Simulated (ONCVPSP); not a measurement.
## Potentials for O (Z = 8) compared

Generated with ld1.x 7.5 (TM, RRKJ, ultrasoft, PAW), atompaw 4.2 or ONCVPSP 4.0.1. The cutoff is in Ry: for ld1.x and atompaw files where the sum of valence levels is converged to 10 mRy in a Bessel basis, for ONCV files where the hardest occupied wave has 1 mHa per electron of residual kinetic energy. The error is the largest all-electron minus pseudo excitation energy over each file’s own four to seven test configurations (ionisations up to +4, promotions, holes and added fractions of an electron), all of which were solved. The labels leave out finer settings (local radius, basis sizes, second energies), which also bear on the numbers. Spin-polarised tests are not counted. The rows are a selection from randomly drawn settings: files with unsolved tests, undetermined cutoffs or missed reference levels are left out.

A true bound ghost makes a file unfit for plane-wave use even where its test errors are small: the radial tests pick states by their node count and pass the ghost by.

| potential | cutoff (Ry) | largest error (meV) | bound ghosts |
| --- | --- | --- | --- |
| ONCV, PBEsol, scalar-relativistic, rc 0.80/1.00/0.80 (spd), local d, core correction no, reference 2s2 2p3.5, qcut 9.1/7.3/10.8, projectors 2/2/0 | 330 | +38 | none |
| ONCV, PBEsol, non-relativistic, rc 0.85/1.95 (sp), local smoothed, core correction no, reference 2s1.75 2p4.25, qcut 7.5/8.2, projectors 2/1 | 155 | +2182 | none |
| ONCV, PBEsol, scalar-relativistic, rc 0.60/2.00 (sp), local smoothed, core correction no, reference 2s1 2p5, qcut 8.4/6.3, projectors 2/1 | 1098 | +1042 | s |
| ONCV, PBE, scalar-relativistic, rc 0.95/1.50 (sp), local smoothed, core correction yes, reference 2s1.5 2p4.5, qcut 8.8/7.6, projectors 2/2 | 68 | +473 | none |
| ONCV, PBE, scalar-relativistic, rc 0.95/2.05/1.90 (spd), local smoothed, core correction yes, reference 2s1 2p5, qcut 6.6/7/5.5, projectors 2/1/2 | 181 | +9034 | none |
| ONCV, PBE, scalar-relativistic, rc 0.75/1.25/1.10 (spd), local smoothed, core correction yes, reference 2s2 2p4, qcut 8.7/12.4/9.6, projectors 2/2/2 | 89 | +947 | none |
| ONCV, PBE, fully relativistic, rc 0.85/1.35/1.05 (spd), local smoothed, core correction no, reference 2s1 2p5, qcut 9/9.7/10, projectors 2/2/2 | 81 | +2074 | none |

**Question.** Fill in the row for O: ONCV, Wu-Cohen, scalar-relativistic, rc 0.95/1.05/0.95 (spd), local d, core correction yes, reference 2s1 2p5, qcut 8.5/6.3/11.1, projectors 2/1/0.

**Answer.** cutoff 342 Ry, largest error +254 meV, bound ghosts: none.
